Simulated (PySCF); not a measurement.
# RbF, PBE: how much the basis matters

PySCF, UKS reference; singlet, unpaired electrons none; De to Rb + F without counterpoise correction.

```csv
basis,relativity,functions,Re (Å),ωe (cm⁻¹),De (eV),μ (D)
def2-SVP,scalar-relativistic core potentials,38,2.318,380,4.65,-8.06
def2-SVPD,scalar-relativistic core potentials,50,2.371,347,5.07,-9.07
def2-TZVPP,scalar-relativistic core potentials,71,2.347,358,4.92,-8.61
```

Question: How does each smaller set differ from the one with most functions, def2-TZVPP?

Answer: def2-SVP: -2.9 pm, +6.1 % in ωe, -0.27 eV in De; def2-SVPD: +2.4 pm, -3.1 % in ωe, +0.15 eV in De. All at PBE; the set with most functions is neither the basis-set limit nor always the best.

A positive dipole means Rb(−)F(+).
